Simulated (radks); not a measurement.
Problem. Radial electron density D(r) = 4 pi r^2 rho(r) of an atom or ion with 51 electrons. Calculated with a radial shooting solver on a logarithmic mesh with Libxc functionals: scalar-relativistic Kohn-Sham, exchange-only LDA, spin-polarised, spherical densities, finite nucleus; Fermi nuclear charge, rms radius of each element as measured or else 0.836 A^(1/3) + 0.57 fm.

```
   r/bohr * D(r) (the largest magnitude, 84, reaches the edge; | marks zero)
 0.003711 |         *
  0.00499 |             *
 0.006655 |                    *
 0.008947 |                            *
  0.01203 |                                   *
  0.01617 |                                         *
  0.02174 |                                          *
    0.029 |                                       *
  0.03899 |                                    *
  0.05242 |                                         *
  0.07048 |                                                   *
  0.09476 |                                                      *
   0.1274 |                                            *
   0.1699 |                                      *
   0.2285 |                                            *
   0.3072 |                                         *
    0.413 |                      *
   0.5552 |             *
   0.7465 |               *
   0.9956 |           *
    1.339 |     *
      1.8 |  *
     2.42 | *
    3.253 |*
    4.374 *
    5.833 *
    7.843 *
    10.54 *
```

What is the nuclear charge?

Solution. Z = 51. The innermost maximum, from 1s, lies near gamma/Z bohr with gamma = sqrt(1 - (Z/c)^2) = 0.928, here 0.0182 bohr (found: 0.0199), and its height grows with Z. The density is that of neutral antimony in [Kr] 4d10 5s2 5p3; the configuration itself is not fixed sharply by these data, and Z only to a few units. D(r) has 4 maxima, at r = 0.0199, 0.0882, 0.256, 0.746 bohr, and minima at 0.0390, 0.169, 0.551 bohr, inside which lie 1.99, 11.20, 29.02 electrons.
